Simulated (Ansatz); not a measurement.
Cost and result up the ladder for (ClBe-mu-F)2 (Be₂Cl₂F₂) (6 atoms). Total charge 0; singlet. Geometry: r2SCAN-D4/def2-SVP.

```xyz
6

Be    0.288    0.307   -1.050
Cl    0.756    0.807   -2.749
F    -1.019    0.423   -0.156
Be   -0.288   -0.308    1.049
Cl   -0.754   -0.803    2.751
F     1.018   -0.426    0.155
```

Ansatz on 4 threads of Arm Neoverse V1 on a shared host. Times are rough, and most runs start from the orbitals of an earlier one. PBE0-D4/def2-TZVP serves as the yardstick here, not as an exact answer. Differences are given only for rows in sets of like size (and for xTB, whose basis is part of the method), since another set adds its own error. Binding counts from free atoms at the same level (Be singlet, Cl doublet, F doublet; other spins of the atoms weren't run), without zero-point energy or a counterpoise term.

B3LYP takes the VWN-RPA correlation. Correlated methods freeze 12 core orbitals.

Correlated methods converge slowly with the basis.

| level | functions | wall time | binding energy per atom (eV) | difference from PBE0-D4/def2-TZVP (eV) |
| --- | --- | --- | --- | --- |
| PBE-D4/def2-SVP | 82 | 0.6 s | 4.19 | – |
| PBE0-D4/def2-SVP | 82 | 0.85 s | 4.06 | – |
| PBE-D4/def2-TZVP | 174 | 1.2 s | 4.12 | 0.09 |
| MP2/def2-TZVP | 174 | 1.2 s | 4.10 | 0.07 |
| BLYP-D4/def2-TZVP | 174 | 1.5 s | 4.03 | 0.01 |
| revPBE-D4/def2-TZVP (with forces) | 174 | 1.5 s | 3.98 | -0.05 |
| PBE0-D4/def2-TZVP | 174 | 1.6 s | 4.02 | 0.00 |
| BHLYP-D4/def2-TZVP | 174 | 2 s | 3.89 | -0.13 |
| B3LYP-D4/def2-TZVP | 174 | 2.1 s | 4.01 | -0.01 |
| RPA@PBE/def2-TZVP | 174 | 2.6 s | 3.49 | -0.54 |
| r2SCAN-D4/def2-TZVP | 174 | 2.8 s | 4.12 | 0.10 |
| r2SCANh-D4/def2-TZVP | 174 | 3.2 s | 4.08 | 0.06 |
| B97M-V/def2-TZVP | 174 | 4.5 s | 4.05 | 0.03 |
| CCSD(T)/def2-TZVPP | 184 | 57 s | 3.82 | -0.20 |
